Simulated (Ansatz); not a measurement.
Species: C3H5N, SMILES `C=CC=N` (C–C–C–N torsion 180°) (charge 0, multiplicity 1).

Problem. Give a relaxed geometry from PBE0-D4/def2-TZVP run with Ansatz (an electronic-structure program).

Solution. One answer among several that fit: the end point of this relaxation, one of several conformers (outside a Z-matrix the atoms follow the SMILES, hydrogens last).
Z-matrix (Å, degrees):
```
C
C 1 1.3297
H 2 1.0832 1 121.98
H 2 1.0855 3 117.08 1 -179.94
H 1 1.0882 2 120.63 3 0.03
C 1 1.4596 5 116.82 2 180.00
N 6 1.2684 1 127.06 5 0.00
H 7 1.0226 6 110.52 1 0.03
H 6 1.0947 7 117.39 8 -179.98
```
